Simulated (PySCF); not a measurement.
H$_{2}$Zn (SMILES [ZnH2]), singlet, at a GFN2-xTB geometry (such geometries of metal compounds can be far from the true shape); BHANDHLYP/6-31G, TDA (PySCF).

The PySCF input:
```python
from pyscf import gto, scf, dft, tdscf

mol = gto.Mole()
mol.atom = '''
    Zn    0.00000000    0.00000000    0.00000000
    H    -0.00000000   -0.00000000   -1.49925462
    H     0.00000000    0.00000000    1.49925462
'''
mol.basis = '6-31g'
mol.verbose = 4
mol.build()

mf = dft.RKS(mol)
mf.xc = 'bhandhlyp'
mf.kernel()
td = mf.TDA()
td.nstates = 5
td.kernel()
td.analyze()
```

What the program printed (banner, timings and long lists left out):

```
PySCF version 2.14.0

[INPUT] verbose = 4
[INPUT] num. atoms = 3
[INPUT] num. electrons = 32
[INPUT] charge = 0
[INPUT] spin (= nelec alpha-beta = 2S) = 0
[INPUT] symmetry False subgroup None
[INPUT] Mole.unit = angstrom
[INPUT] Symbol           X                Y                Z      unit          X                Y                Z       unit  Magmom
[INPUT]  1 Zn     0.000000000000   0.000000000000   0.000000000000 AA    0.000000000000   0.000000000000   0.000000000000 Bohr   0.0
[INPUT]  2 H      0.000000000000   0.000000000000  -1.499254620000 AA    0.000000000000   0.000000000000  -2.833180622789 Bohr   0.0
[INPUT]  3 H      0.000000000000   0.000000000000   1.499254620000 AA    0.000000000000   0.000000000000   2.833180622789 Bohr   0.0

nuclear repulsion = 21.3540921158942
number of shells = 15
number of NR pGTOs = 98
number of NR cGTOs = 31
basis = 6-31g
ecp = {}

******** <class 'pyscf.dft.rks.RKS'> ********
method = RKS
initial guess = minao
damping factor = 0
level_shift factor = 0
DIIS = <class 'pyscf.scf.diis.CDIIS'>
diis_start_cycle = 1
diis_space = 8
diis_damp = 0
SCF conv_tol = 1e-09
SCF conv_tol_grad = None
SCF max_cycles = 50
direct_scf = True
direct_scf_tol = 1e-13
XC library pyscf.dft.libxc version 7.1.2
    S. Lehtola, C. Steigemann, M. J. T. Oliveira, and M. A. L. Marques,  SoftwareX 7, 1–5 (2018)
XC functionals = bhandhlyp
    A. D. Becke,  J. Chem. Phys. 98, 1372 (1993)
    Defined through Gaussian implementation.
radial grids:
    Treutler-Ahlrichs [JCP 102, 346 (1995); DOI:10.1063/1.469408] (M4) radial grids

becke partition: Becke, JCP 88, 2547 (1988); DOI:10.1063/1.454033
pruning grids: <function nwchem_prune>
grids dens level: 3
symmetrized grids: False
atomic radii adjust function: <function treutler_atomic_radii_adjust>
small_rho_cutoff = 0
Set gradient conv threshold to 3.16228e-05
Initial guess from minao.
tot grids = 40256
init E= -1779.69786340143
  HOMO = -0.309701164014228  LUMO = -0.0113369323670367  gap/eV = 8.11890
cycle= 1 E= -1780.16960311927  delta_E= -0.472  |g|= 0.092  |ddm|= 1.17
  HOMO = -0.329345306179169  LUMO = -0.00117313527695187  gap/eV = 8.93002
cycle= 2 E= -1780.17401836525  delta_E= -0.00442  |g|= 0.0152  |ddm|= 0.224
  HOMO = -0.334277000124295  LUMO = 0.00114992546617133  gap/eV = 9.12743
cycle= 3 E= -1780.17415465963  delta_E= -0.000136  |g|= 0.0122  |ddm|= 0.0347
  HOMO = -0.334040158938041  LUMO = 0.0010386197557112  gap/eV = 9.11796
cycle= 4 E= -1780.1741702679  delta_E= -1.56e-05  |g|= 0.00275  |ddm|= 0.00775
  HOMO = -0.333587100399327  LUMO = 0.0010352498183117  gap/eV = 9.10554
cycle= 5 E= -1780.17417181143  delta_E= -1.54e-06  |g|= 0.00028  |ddm|= 0.00373
  HOMO = -0.333606617446337  LUMO = 0.00103942236443693  gap/eV = 9.10618
cycle= 6 E= -1780.17417183492  delta_E= -2.35e-08  |g|= 1.35e-05  |ddm|= 0.000563
  HOMO = -0.333604668704583  LUMO = 0.001042055371982  gap/eV = 9.10620
cycle= 7 E= -1780.17417183504  delta_E= -1.13e-10  |g|= 2.45e-06  |ddm|= 3.89e-05
  HOMO = -0.33360505320065  LUMO = 0.00104178518355716  gap/eV = 9.10620
Extra cycle  E= -1780.17417183504  delta_E= 2.05e-12  |g|= 2.33e-06  |ddm|= 2.98e-06
converged SCF energy = -1780.17417183504

******** <class 'pyscf.tdscf.rks.TDA'> for <class 'pyscf.dft.rks.RKS'> ********
nstates = 5 singlet
deg_eia_thresh = 1.000e-03
wfnsym = None
conv_tol = 1e-05
eigh lindep = 1e-12
eigh level_shift = 0
eigh max_cycle = 100

Excitation energies (eV)
[6.24070524 6.24070524 8.59197712 8.59197712 9.67185302]

** Singlet excitation energies and oscillator strengths **
Excited State   1:      6.24071 eV    198.67 nm  f=0.0000
      16 -> 17        0.70433
Excited State   2:      6.24071 eV    198.67 nm  f=0.0000
      16 -> 18        0.70433
Excited State   3:      8.59198 eV    144.30 nm  f=0.5785
      15 -> 17        0.16777
      15 -> 18        0.68042
Excited State   4:      8.59198 eV    144.30 nm  f=0.5785
      15 -> 17       -0.68042
      15 -> 18        0.16777
Excited State   5:      9.67185 eV    128.19 nm  f=0.0464
      16 -> 19       -0.65291
      16 -> 21       -0.25326

** Transition electric dipole moments (AU) **
state          X           Y           Z        Dip. S.      Osc.
  1        -0.0000     -0.0000     -0.0000      0.0000      0.0000
  2        -0.0000      0.0000      0.0000      0.0000      0.0000
  3        -1.5325      0.6321      0.0000      2.7482      0.5785
  4         0.6321      1.5325      0.0000      2.7482      0.5785
  5        -0.0000     -0.0000      0.4425      0.1958      0.0464

** Transition velocity dipole moments (imaginary part, AU) **
state          X           Y           Z        Dip. S.      Osc.
  1        -0.0000     -0.0000      0.0000      0.0000      0.0000
  2        -0.0000      0.0000      0.0000      0.0000      0.0000
  3        -0.3548      0.1463      0.0000      0.1473      0.3109
  4         0.1463      0.3548      0.0000      0.1473      0.3109
  5        -0.0000     -0.0000      0.0432      0.0019      0.0035

** Transition magnetic dipole moments (imaginary part, AU) **
state          X           Y           Z
  1         1.0083     -0.7247      0.0000
  2        -0.7247     -1.0083      0.0000
  3         0.0000      0.0000     -0.0000
  4         0.0000     -0.0000     -0.0000
  5        -0.0000     -0.0000     -0.0000
```
